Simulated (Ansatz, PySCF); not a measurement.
Molecule: GaH$_{3}$, charge 0, multiplicity 1. SMILES: [GaH3]
Geometry from a B3LYP-D3(BJ)/def2-TZVP (Ansatz, a program for electronic structure) optimisation:
```
Ga
H 1 1.5699
H 1 1.5699 2 120.00
H 1 1.5699 2 120.00 3 -180.00
```

Wanted: atomisation energy (electronic, to ground-state atoms), in eV. Valence correlation only, unless marked. Open shells are spin-unrestricted. No spin-orbit coupling. Frozen are the shells of the preceding noble gas and the d and f shells that filled before the atom's block. No relativistic terms. The coupled-cluster limit lacks core correlation, which all-electron functionals hold. CBS marks a two-point X^-3 extrapolation of the correlation energy; Hartree-Fock from the larger set (for Q and 5 zeta extrapolated as (X+1)exp(-9√X)).

```csv
level,program,atomisation energy (eV)
HF-D4/def2-TZVPD,PySCF + dftd4,…
BP86-D4/def2-TZVPD,PySCF + dftd4,…
PBE0/6-31G*,Ansatz,…
TPSSh/def2-TZVPD,PySCF,8.87
HSE06/def2-TZVPD,Ansatz,8.31
LC-wPBE/def2-TZVPD,Ansatz,…
wB97M-V/def2-TZVPD,Ansatz,8.55
CCSD/6-31G,Ansatz,7.11
CCSD/cc-pVQZ,Ansatz,8.48
"CCSD(T)/CBS(cc-pVQZ,cc-pV5Z)",Ansatz,8.55
```

Task: What belongs in the gaps?

Result: 
- HF-D4/def2-TZVPD, atomisation energy (eV): 6.68
- BP86-D4/def2-TZVPD, atomisation energy (eV): 8.65
- PBE0/6-31G*, atomisation energy (eV): 8.16
- LC-wPBE/def2-TZVPD, atomisation energy (eV): 8.56
